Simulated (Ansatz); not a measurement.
The same molecule with X = F, Cl, Br, I. Ansatz, PBE0-D4/def2-TZVP geometries, multiplicity 1.

Elements past krypton have def2 core potentials. Scalar relativity is left out up to krypton.

```json
{"X": "Cl", "molecule": "`[AlH2][Cl]`", "mean X–Al bond length / Å": "2.097", "HOMO energy (B3LYP/def2-TZVPP) / eV": "-8.36", "HOMO–LUMO gap (PBE0/def2-TZVPP) / eV": "6.94", "HOMO–LUMO gap (ωB97M-V/def2-TZVPP) / eV": "10.78"}
{"X": "Br", "molecule": "`[AlH2][Br]`", "mean X–Al bond length / Å": "2.256", "HOMO energy (B3LYP/def2-TZVPP) / eV": "-8.04", "HOMO–LUMO gap (PBE0/def2-TZVPP) / eV": "6.53", "HOMO–LUMO gap (ωB97M-V/def2-TZVPP) / eV": "10.35"}
{"X": "I", "molecule": "`[AlH2][I]`", "mean X–Al bond length / Å": "2.472", "HOMO energy (B3LYP/def2-TZVPP) / eV": "-7.43", "HOMO–LUMO gap (PBE0/def2-TZVPP) / eV": "5.79", "HOMO–LUMO gap (ωB97M-V/def2-TZVPP) / eV": "9.53"}
```

Question: Give the row for X = F, `[F][AlH2]`. (Estimate.)

Answer: Computed: 
```csv
X,molecule,mean X–Al bond length / Å,HOMO energy (B3LYP/def2-TZVPP) / eV,HOMO–LUMO gap (PBE0/def2-TZVPP) / eV,HOMO–LUMO gap (ωB97M-V/def2-TZVPP) / eV
F,`[F][AlH2]`,1.650,-8.62,7.42,11.24
```

From F to I the mean X–Al bond length rises at each step, by 0.822 Å in all; the HOMO energy (B3LYP/def2-TZVPP) rises at each step, by 1.19 eV in all; the HOMO–LUMO gap (PBE0/def2-TZVPP) falls at each step, by 1.63 eV in all; the HOMO–LUMO gap (ωB97M-V/def2-TZVPP) falls at each step, by 1.71 eV in all. Bonds lengthen as the atom grows down the group.

B3LYP here is the variant with VWN-RPA as its local correlation; programs differ in this.

Spin–orbit coupling is left out; it splits and shifts lone-pair levels of the heavy atoms by tenths of an eV.
